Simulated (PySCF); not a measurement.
UHF on Kr (krypton, neutral)

Configuration: [Ar] 3d10 4s1 4p6 5p1, high-spin 3P determinant (an excited configuration). Calculation: PySCF 2.14, in aug-cc-pVTZ-PP with one added diffuse shell each of s, d, f type with ECP10MDF (7s5p5d3f, 68 functions); scalar relativity through the core potential.

- Total energy: -461.127489 hartree
- One-electron energy: -800.6077 hartree
- Hartree (Coulomb) energy: 371.0564 hartree
- Exchange energy: -31.5762 hartree
- ⟨S²⟩: 2.0119
- ⟨L²⟩: 2.001
- Sum of ⟨r⟩: 27.88 bohr
- Sum of ⟨r²⟩: 65.17 bohr²
- Traceless quadrupole moment −½Σ⟨3z² − r²⟩ along its main axis: -12.9 e·bohr²

| shell | electrons | mean orbital energy (hartree) | spread (hartree) | rms radius, mean of both spins (bohr) |
| --- | --- | --- | --- | --- |
| 3s α | 1 | -11.13752 | 0 | 0.567 |
| 3s β | 1 | -11.09609 | 0 | 0.567 |
| 3p α | 3 | -8.81539 | 0.00028 | 0.582 |
| 3p β | 3 | -8.79314 | 0.00215 | 0.582 |
| 3d α | 5 | -4.07988 | 0.00132 | 0.604 |
| 3d β | 5 | -4.06483 | 0.00218 | 0.604 |
| 4s α | 1 | -1.49159 | 0 | 1.64 |
| 4p α | 3 | -0.78642 | 0.00022 | 1.98 |
| 4p β | 3 | -0.64939 | 0.00776 | 1.98 |
| 5p α | 1 | -0.06545 | 0 | 5.71 |

Energies and moments cover only the electrons outside the core potential. The outer electron is Rydberg-like, and this basis confines it to a smaller radius and binds it less than a complete one would.
